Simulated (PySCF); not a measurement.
## Correlation energy of Rh²⁸⁺ (rhodium, charge +28)

Starting occupation: [Ne] 3s2 3p5, 3p1/2 with m_j = +1/2, 3p3/2 with m_j = -3/2, -1/2, +1/2, +3/2. All numbers are calculated (PySCF 2.14, X2C-1e with screened-nucleus spin-orbit coupling, Gaussian nucleus, in an even-tempered Gaussian basis (19 s from 4.3 bohr⁻², ratio 2.4; 14 p from 5.6 bohr⁻², ratio 2.4; 5 d from 23 bohr⁻², ratio 2.6; 4 f from 35 bohr⁻², ratio 2.6)). Frozen: 1s2; 15 electrons correlated; the 56 highest virtual spinors left out.

MP2 pair energies summed by pair of shells (mhartree):

```json
{"pair": "2p1/2-2p3/2", "energy": "-85.73", "share (%)": "14.5"}
{"pair": "3p3/2-3p3/2", "energy": "-82.77", "share (%)": "14.0"}
{"pair": "2p3/2-2p3/2", "energy": "-81.64", "share (%)": "13.8"}
{"pair": "2p3/2-3p3/2", "energy": "-50.17", "share (%)": "8.5"}
{"pair": "3p3/2-3s1/2", "energy": "-41.66", "share (%)": "7.0"}
{"pair": "3p1/2-3p3/2", "energy": "-40.77", "share (%)": "6.9"}
{"pair": "2p3/2-2s1/2", "energy": "-36.06", "share (%)": "6.1"}
{"pair": "2p1/2-3p3/2", "energy": "-27.89", "share (%)": "4.7"}
{"pair": "2p1/2-2p1/2", "energy": "-21.21", "share (%)": "3.6"}
{"pair": "2p1/2-2s1/2", "energy": "-19.28", "share (%)": "3.3"}
{"pair": "3p1/2-3s1/2", "energy": "-15.83", "share (%)": "2.7"}
{"pair": "2p3/2-3s1/2", "energy": "-15.63", "share (%)": "2.6"}
{"pair": "2s1/2-3p3/2", "energy": "-14.68", "share (%)": "2.5"}
{"pair": "2p3/2-3p1/2", "energy": "-13.84", "share (%)": "2.3"}
{"pair": "2s1/2-2s1/2", "energy": "-10.56", "share (%)": "1.8"}
{"pair": "3s1/2-3s1/2", "energy": "-9.03", "share (%)": "1.5"}
{"pair": "2p1/2-3s1/2", "energy": "-8.60", "share (%)": "1.5"}
{"pair": "2p1/2-3p1/2", "energy": "-6.38", "share (%)": "1.1"}
{"pair": "2s1/2-3s1/2", "energy": "-6.27", "share (%)": "1.1"}
{"pair": "2s1/2-3p1/2", "energy": "-3.88", "share (%)": "0.7"}
```

Total MP2 correlation energy: -591.87 mhartree.

At this charge the one-electron X2C treatment keeps the bare 1/r₁₂, with no two-electron picture change or Breit term. The effect here is smaller than on the frozen 1s shell.
